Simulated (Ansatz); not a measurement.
**Question.** Name a neutral molecule of C, Ga, N and H with HOMO energy (ωB97M-V/def2-TZVPP) between -9.40 and -9.10 eV and size of the dipole moment (PBE/def2-TZVPP) between 0.45 and 0.75 D (Ansatz, PBE0-D4/def2-TZVP geometry).

**Answer.** `N=[CH][GaH][NH2]` (-9.19 eV, 0.66 D). Other molecules can fit too; these were computed, each in one conformer that needn't be the lowest.
